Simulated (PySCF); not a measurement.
Vertical excitations of a molecule C₃H₆N₂Si from TDDFT-PBE0/def2-SVPD (PySCF), as energy in eV (oscillator strength): 3.61 (0.000), 3.75 (0.000), 5.47 (0.000), 5.69 (0.000), 5.70 (0.000), 5.78 (0.012), 6.14 (0.006), 6.61 (0.002), 6.63 (0.172), 6.88 (0.002). Lowest triplet (TDA): 2.97 eV. The structure is a stationary point at B3LYP-D3(BJ)/def2-SVP. The values are those of a single conformer.

Problem. Which molecule gave these data?
A) C1=NCN=C[SiH2]1
B) N#C/N=C\C[SiH3]
C) CC1=NC=N[SiH2]1
D) N#CC/C=N/[SiH3]

Solution. A, C1=NCN=C[SiH2]1
